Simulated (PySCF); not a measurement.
## SMILES C#CC/C(C)=C(/C)C=C, C₉H₁₂

Cartesian coordinates in Å; atom numbers follow the order of the lines, from 1:
```xyz
21

C     2.6113    2.1080   -0.5184
C     1.8335    1.3202   -0.9720
C     0.8846    0.3466   -1.4807
C     0.4138   -0.5628   -0.3642
C     1.1306   -1.8800   -0.2705
C    -0.5770   -0.2120    0.4722
C    -1.1040   -1.1509    1.5226
C    -1.2182    1.0969    0.3992
C    -2.4045    1.3994    0.9160
H     3.2945    2.8051   -0.1351
H     0.0434    0.8713   -1.9402
H     1.3733   -0.2448   -2.2597
H     0.4628   -2.7036   -0.5258
H     1.9793   -1.9074   -0.9496
H     1.5054   -2.0534    0.7379
H    -2.0203   -1.6253    1.1703
H    -1.3332   -0.6025    2.4338
H    -0.3912   -1.9334    1.7609
H    -0.6574    1.8757   -0.0992
H    -2.8132    2.3925    0.8348
H    -3.0225    0.6774    1.4219
```

Method: GIAO B3LYP/pcSseg-1 magnetisability, rotational g tensor and spin-rotation constants, non-relativistic, gas phase (PySCF 2.14.0). Geometry: GFN2-xTB.

(1) Give the nuclear spin-rotation constants along the inertial axes (H = +C I·J) beside the isotropic shieldings.

Answers

(1) Rotational constants 2.0673, 1.2309, 0.8768 GHz. A star marks the isotopologue with that one atom substituted, in its own axes.
```tsv
atom	isotope	Caa (kHz)	Cbb (kHz)	Ccc (kHz)	mean (kHz)	σ (ppm)
H10	1H	-0.162	-0.105	-0.047	-0.104	30.4
H11	1H	-0.172	-0.059	-0.029	-0.087	28.4
H12	1H	-0.104	-0.068	-0.065	-0.079	29.2
H13	1H	-0.132	-0.065	-0.059	-0.085	29.6
H14	1H	0.035	-0.118	-0.099	-0.061	30.2
H15	1H	-0.218	-0.118	0.020	-0.105	29.4
H16	1H	-0.087	-0.121	-0.042	-0.083	29.9
H17	1H	-0.153	-0.089	-0.037	-0.093	30.1
H18	1H	-0.201	-0.001	-0.076	-0.092	29.8
H19	1H	0.064	-0.016	-0.095	-0.016	24.6
H20	1H	-0.216	0.111	-0.098	-0.068	26.6
H21	1H	0.084	-0.064	-0.102	-0.027	26.6
C1	13C*	0.508	0.306	0.178	0.331	108.4
C2	13C*	0.568	0.365	0.163	0.366	96.1
C3	13C*	0.343	0.194	0.153	0.230	152.6
C4	13C*	0.692	0.551	0.194	0.479	42.9
C5	13C*	0.333	0.180	0.150	0.221	156.9
C6	13C*	0.735	0.563	0.171	0.490	42.3
C7	13C*	0.313	0.192	0.122	0.209	164.2
C8	13C*	0.844	0.582	0.134	0.520	36.0
C9	13C*	0.680	0.535	0.120	0.445	63.6
```
For the geometry as given, no vibrational averaging.
